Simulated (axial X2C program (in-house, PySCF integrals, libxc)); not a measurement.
# Which molecule has these constants?

All values come from calculations with an in-house all-electron X2C program for linear molecules (integrals from PySCF), spin-free (one-electron X2C) or two-component (2c: spin–orbit coupling with atomic mean-field Coulomb and Gaunt terms, which also bring small scalar terms), in Dyall basis sets with cores contracted in-house; open shells are unrestricted.

A two-component PBE0 calculation in a Dyall 3-zeta basis gave Re = 1.632 Å, ωe = 1103.7 cm⁻¹, Ω = 1.

Task: Which molecule is it?
A. NbO⁺
B. VO⁺
C. TaO⁺

Result: A. The others have VO⁺ 1.525 Å and 1162.6 cm⁻¹ (Ω = 1); TaO⁺ 1.653 Å and 1112.2 cm⁻¹ (Ω = 1).

Each entry is the lowest single determinant of a limited PBE0 search at one distance. De goes to single-determinant-based atoms at the same level (for ions the charge split of lowest energy) and is withheld (n/a) where an atom does not fit its ground term or J level. Main or longest-lived isotopes. One determinant is a doubtful description, or other states lie close, for NbO⁺, VO⁺, TaO⁺; these need not be ground states, and all values refer to the states named. Some open-shell Ω = 0 determinants are out of reach, so the Ω given for NbO⁺, VO⁺ need not be the lowest component. With several unpaired electrons the Ω given is that of one determinant, not necessarily of the lowest component. The functionals have no current term, which raises determinants with orbital currents.
